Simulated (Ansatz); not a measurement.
`[BH2][GeH2][CH2][SiH3]`. Charge 0, multiplicity 1. Correlated methods include outer-core shells of Ge, which these sets cover unevenly. Scalar relativity is left out up to krypton.

Z-matrix (Å, degrees):
```
Ge
C 1 1.968
B 1 2.058 2 112.9
H 1 1.549 2 108.9 3 118.8
H 1 1.543 2 108.7 3 -125.5
Si 2 1.866 1 112.2 3 65.5
H 2 1.093 1 109.3 3 -172.1
H 2 1.094 1 107.8 3 -55.4
H 3 1.195 1 120.9 2 22.0
H 3 1.195 1 121.0 2 -160.4
H 6 1.489 2 112.4 1 -173.9
H 6 1.491 2 109.7 1 -53.6
H 6 1.488 2 110.3 1 65.0
```

Q: Give the diagnostics of a CCSD(T)/def2-TZVPP run (frozen core, Ansatz 0.2.0). (Estimate.)

A: The calculation gave: T1 = 0.0114, largest single amplitude 0.017, largest double 0.023, (T) share of the correlation energy 3.4 %, 9 CCSD cycles. The RHF solution is stable towards an unrestricted one. T1 lies under the customary mark of 0.02 for closed shells.
